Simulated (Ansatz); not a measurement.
PBE exchange is replaced step by step with exact exchange (0 % is PBE, 25 % PBE0; no dispersion term), basis def2-TZVP, Ansatz. System: NiCl2. The state is a triplet with charge 0. Geometry: PBE-D4/def2-TZVP.

Geometry of the triplet:

```xyz
3

Ni    0.000    0.000    0.000
Cl    0.694    1.803   -0.692
Cl   -0.694   -1.803    0.692
```

HOMO and LUMO are taken over both spins.

```
exact exchange (%)  HOMO (eV)  LUMO (eV)  gap (eV)   ⟨S²⟩
                 0      -6.99      -6.18      0.81  2.005
                 5      -7.63      -5.93      1.70  2.006
                10      -8.15      -5.66      2.50  2.006
                15      -8.67      -5.36      3.31  2.007
                35      -9.84      -3.82      6.02  2.008
                50     -10.66      -2.35      8.32  2.008
```

(1) Estimate the row for 25 %.

Results:

(1) 
| exact exchange (%) | HOMO (eV) | LUMO (eV) | gap (eV) | ⟨S²⟩ |
| --- | --- | --- | --- | --- |
| 25 | -9.28 | -4.66 | 4.62 | 2.008 |
